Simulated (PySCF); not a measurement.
B(Et)(Vi)(OMe), C₅H₁₁BO, SMILES C=CB(CC)OC, GFN2-xTB optimised geometry.

```
18

B     -0.06    -0.23     0.00
C      1.55    -0.23     0.00
C      2.11    -0.11    -1.42
H      1.96    -1.14     0.46
H      1.93     0.60     0.59
H      1.76     0.81    -1.89
H      1.78    -0.94    -2.04
H      3.20    -0.10    -1.42
C     -0.88     1.11     0.00
C     -0.38     2.34     0.01
H     -1.96     1.01    -0.02
H     -1.00     3.22     0.00
H      0.69     2.52     0.03
O     -0.82    -1.33    -0.04
C     -0.38    -2.66    -0.07
H     -0.45    -3.09     0.93
H     -1.04    -3.22    -0.74
H      0.65    -2.76    -0.43
```

Density from CAM-B3LYP/def2-SVP in PySCF at that geometry.

Minimum of the electron density along straight lines between bonded atoms, close to the bond critical point (lines longer than 1.1 times the sum of covalent radii, or with two minima, are not listed):

| bond | length / Å | ρ at the minimum / e bohr⁻³ | ∇²ρ there / e bohr⁻⁵ | position (fraction from the first atom) |
|---|---|---|---|---|
| B1–C2 | 1.606 | 0.177 | [?] | 0.32 |
| C2–C3 | 1.535 | [?] | -0.52 | 0.50 |
| C2–H4 | 1.093 | 0.271 | -0.95 | 0.62 |
| C2–H5 | 1.091 | 0.273 | -0.97 | 0.62 |
| C3–H6 | 1.087 | 0.278 | -1.03 | 0.63 |
| C3–H7 | 1.089 | 0.276 | -1.01 | 0.62 |
| C3–H8 | 1.089 | 0.276 | -1.02 | 0.63 |
| B1–C9 | 1.570 | 0.183 | -0.12 | 0.32 |
| C9–C10 | 1.328 | 0.345 | -0.95 | 0.49 |
| C9–H11 | 1.085 | 0.279 | -1.04 | 0.63 |
| C10–H12 | 1.080 | 0.283 | -1.10 | 0.64 |
| C10–H13 | 1.078 | 0.284 | -1.10 | 0.64 |
| B1–O14 | 1.338 | 0.208 | 1.27 | 0.33 |
| O14–C15 | 1.403 | 0.257 | [?] | 0.66 |
| C15–H16 | 1.094 | 0.281 | -1.08 | 0.64 |
| C15–H17 | 1.092 | 0.283 | -1.10 | 0.64 |
| C15–H18 | 1.092 | 0.282 | -1.09 | 0.64 |

**Question.** What belongs in the gaps?

**Answer.** 
- B1–C2, ∇²ρ there / e bohr⁻⁵: -0.22
- C2–C3, ρ at the minimum / e bohr⁻³: 0.236
- O14–C15, ∇²ρ there / e bohr⁻⁵: -0.36
